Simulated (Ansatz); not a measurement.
`[CH3][GeH2][Br]` + H₂ → `[CH3][GeH3]` + HBr at 400 K and 1 bar (hydrogenolysis of a Ge–Br bond).

Program: Ansatz. Geometries: PBE0-D4/def2-TZVP. ΔE: electronic, gas phase. CCSD(T)/CBS is the MP2 limit (def2-TZVPP, def2-QZVPP) plus CCSD(T) − MP2 in def2-TZVPP, frozen cores. This one scheme is used for every species. For Br, Ge outer-core shells are correlated without core-valence functions, which leaves a few kJ/mol of doubt a bond. Scalar relativity is left out up to krypton.

```csv
species,CCSD(T)/CBS energy (Eh),H − E (kJ/mol),S (J/(mol·K))
`[CH3][GeH2][Br]`,-4690.53762,166.1,350.8
H₂,-1.17544,38.0,139.0
`[CH3][GeH3]`,-2117.76728,178.0,291.9
HBr,-2573.91920,27.6,207.2
```

H − E and S are ideal-gas, rigid-rotor, harmonic terms from PBE0-D4/def2-TZVP. The MP2-based limit puts H₂ 0.8 mEh under its directly extrapolated value; such offsets cancel only in part. 1 Eh = 2625.50 kJ/mol, R = 8.31446 J/(mol·K).

**Question.** By hand: ΔE, ΔH, ΔS and ΔG.

**Answer.** ΔE = (-2117.76728) + (-2573.91920) − (-4690.53762) − (-1.17544) = 0.02658 Eh = 69.8 kJ/mol. Δ(H − E) = 178.0 + 27.6 − 166.1 − 38.0 = 1.5, so ΔH = 71.3 kJ/mol. ΔS = 291.9 + 207.2 − 350.8 − 139.0 = 9.3 J/(mol·K). ΔG = 71.3 − 400 × (9.3)/1000 = 67.6 kJ/mol.

**Question.** By hand: the equilibrium constant, and the temperature at which ΔG would vanish if ΔH and ΔS stayed fixed.

**Answer.** log₁₀ K = −ΔG/(RT ln 10) = -8.8. ΔG = 0 at ΔH/ΔS = 7667 K, far beyond where these terms or the molecules hold.

The number of gas molecules stays the same, so ΔS is small and ΔH decides. A doubt of 5 kJ/mol in ΔE shifts log₁₀ K by 0.7 here. These are equilibria of isolated gas molecules and say nothing of rates. Largest T1 diagnostic: 0.010 (customary marks: 0.02 for closed shells, 0.045 for open ones).
